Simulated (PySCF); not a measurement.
## Steps of a relaxation of [La(NH3)4]3+

[La(NH3)4]3+ (singlet; a saddle point, relaxed within its symmetry). PySCF 2.14.0, RKS PBE, La lcecp-1-SVP with ECP46, N def2-SVP, H def2-SVP; non-relativistic Hamiltonian with scalar-relativistic core potentials where named; density fitting; no spin-orbit coupling. Origin of the start: template. Columns: position (Å) and force (eV/Å). Energies are counted from the last step; some of the 6 steps are shown. Forces carry noise of the integration grid, about 0.01 to 0.03 eV/Å.

Run from Python with OMP_NUM_THREADS=4. Where DIIS fails, smearing, a level shift and second-order steps follow.
It took 28 s on 4 threads of Arm Neoverse V2, on a shared host, from the converged density of the start.

```xyz
17
step 0  E = 0.173 eV
La    0.0000    0.0000    0.0000     0.00    0.00    0.02
N     1.5127    1.5127    1.5127    -0.93   -0.93   -0.92
H     1.3590    1.3590    2.5092     0.03    0.03    0.86
H     2.5092    1.3590    1.3590     0.86    0.03    0.03
H     1.3590    2.5092    1.3590     0.03    0.86    0.03
N    -1.5127   -1.5127    1.5127     0.93    0.93   -0.92
H    -1.3590   -1.3590    2.5092    -0.03   -0.03    0.86
H    -2.5092   -1.3590    1.3590    -0.86   -0.03    0.03
H    -1.3590   -2.5092    1.3590    -0.03   -0.86    0.03
N     1.5127   -1.5127   -1.5127    -0.91    0.91    0.92
H     2.1258   -2.1258   -0.9756     0.58   -0.58    0.25
H     0.9756   -2.1258   -2.1258    -0.25   -0.58   -0.58
H     2.1258   -0.9756   -2.1258     0.58    0.25   -0.58
N    -1.5127    1.5127   -1.5127     0.91   -0.91    0.92
H    -2.1258    2.1258   -0.9756    -0.58    0.58    0.25
H    -0.9756    2.1258   -2.1258     0.25    0.58   -0.58
H    -2.1258    0.9756   -2.1258    -0.58   -0.25   -0.58
```

```xyz
17
step 2  E = 0.003 eV
La    0.0000    0.0000    0.0011     0.00    0.00    0.01
N     1.4997    1.4997    1.4995    -0.03   -0.03   -0.03
H     1.3708    1.3708    2.5268     0.04    0.04   -0.04
H     2.5268    1.3699    1.3694    -0.04    0.04    0.04
H     1.3699    2.5268    1.3694     0.04   -0.04    0.04
N    -1.4997   -1.4997    1.4995     0.03    0.03   -0.03
H    -1.3708   -1.3708    2.5268    -0.04   -0.04   -0.04
H    -2.5268   -1.3699    1.3694     0.04   -0.04    0.04
H    -1.3699   -2.5268    1.3694    -0.04    0.04    0.04
N     1.4998   -1.4998   -1.4994    -0.02    0.02    0.02
H     2.1413   -2.1413   -0.9841    -0.01    0.01   -0.07
H     0.9840   -2.1407   -2.1410     0.07    0.01    0.01
H     2.1407   -0.9840   -2.1410    -0.01   -0.07    0.01
N    -1.4998    1.4998   -1.4994     0.02   -0.02    0.02
H    -2.1413    2.1413   -0.9841     0.01   -0.01   -0.07
H    -0.9840    2.1407   -2.1410    -0.07   -0.01    0.01
H    -2.1407    0.9840   -2.1410     0.01    0.07    0.01
```

```xyz
17
step 3  E = 0.000 eV
La    0.0000    0.0000    0.0017     0.00    0.00    0.01
N     1.4990    1.4990    1.4986     0.02    0.02    0.02
H     1.3756    1.3756    2.5269     0.01    0.01   -0.02
H     2.5270    1.3743    1.3733    -0.02    0.01    0.01
H     1.3743    2.5270    1.3733     0.01   -0.02    0.01
N    -1.4990   -1.4990    1.4986    -0.02   -0.02    0.02
H    -1.3756   -1.3756    2.5269    -0.01   -0.01   -0.02
H    -2.5270   -1.3743    1.3733     0.02   -0.01    0.01
H    -1.3743   -2.5270    1.3733    -0.01    0.02    0.01
N     1.4989   -1.4989   -1.4984     0.02   -0.02   -0.02
H     2.1429   -2.1429   -0.9899    -0.01    0.01   -0.02
H     0.9895   -2.1421   -2.1424     0.02    0.01    0.01
H     2.1421   -0.9895   -2.1424    -0.01   -0.02    0.01
N    -1.4989    1.4989   -1.4984    -0.02    0.02   -0.02
H    -2.1429    2.1429   -0.9899     0.01   -0.01   -0.02
H    -0.9895    2.1421   -2.1424    -0.02   -0.01    0.01
H    -2.1421    0.9895   -2.1424     0.01    0.02    0.01
```

**Question.** Where does the relaxation end?

**Answer.** It converges at step 5 in C2v:
```xyz
17
step 5  E = 0
La    0.0000    0.0000    0.0029
N     1.5008    1.5008    1.4999
H     1.3787    1.3787    2.5277
H     2.5281    1.3767    1.3747
H     1.3767    2.5281    1.3747
N    -1.5008   -1.5008    1.4999
H    -1.3787   -1.3787    2.5277
H    -2.5281   -1.3767    1.3747
H    -1.3767   -2.5281    1.3747
N     1.5001   -1.5001   -1.4994
H     2.1440   -2.1440   -0.9925
H     0.9917   -2.1429   -2.1433
H     2.1429   -0.9917   -2.1433
N    -1.5001    1.5001   -1.4994
H    -2.1440    2.1440   -0.9925
H    -0.9917    2.1429   -2.1433
H    -2.1429    0.9917   -2.1433
```

**Question.** How did the contacts change?

**Answer.** 
```tsv
contact	start (Å)	end (Å)
La1–N2 (NH3)	2.620	2.597
La1–N6 (NH3)	2.620	2.597
La1–N10 (NH3)	2.620	2.599
La1–N14 (NH3)	2.620	2.599
```
